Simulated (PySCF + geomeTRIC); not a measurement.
Species: CH$_{5}$SSi, SMILES `CS[SiH2]` (C–S–Si–H torsion 170°) (charge 0, multiplicity 2).

Task: Give a relaxed geometry from r2SCAN-D4/def2-TZVP in PySCF + geomeTRIC.

Result: One answer among several that fit: the end point of this relaxation, one of several conformers (outside a Z-matrix the atoms follow the SMILES, hydrogens last).
Cartesian coordinates (Å) in one orientation:
```xyz
8

C     -1.243    -0.359     0.023
S      0.174    -1.164     0.846
Si     1.740     0.140     0.253
H     -1.142    -0.413    -1.060
H     -1.334     0.679     0.341
H     -2.134    -0.908     0.328
H      2.927    -0.255     1.058
H      1.367     1.561     0.527
```
